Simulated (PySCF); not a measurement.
Ionisation energy of Sn²⁺ by level of theory

Sn²⁺ [Kr] 4d10 5s2 (1S) → Sn³⁺ [Kr] 4d10 5s1 (2S), as a difference of total energies. Calculation: PySCF 2.14, in def2-TZVP with the def2 core potential (28 electrons) (6s5p3d2f, 50 functions); scalar relativity through the core potential. Correlated levels: valence: 4s2 4p6 4d10 frozen. The calculations carry no spin-orbit coupling.

Order these methods by the ionisation energy they give, lowest first.
A. MN15
B. UHF
C. SCS-MP2 (valence)
D. MP2 (valence)

B (28.536 eV), D (29.217 eV), C (29.354 eV), A (30.567 eV).

Errors of the correlated levels include the incompleteness of this basis and the frozen core.

With two correlated electrons CCSD is exact in that space.

For comparison: 30.506 eV (measured; NIST Atomic Spectra Database, ionization energies).
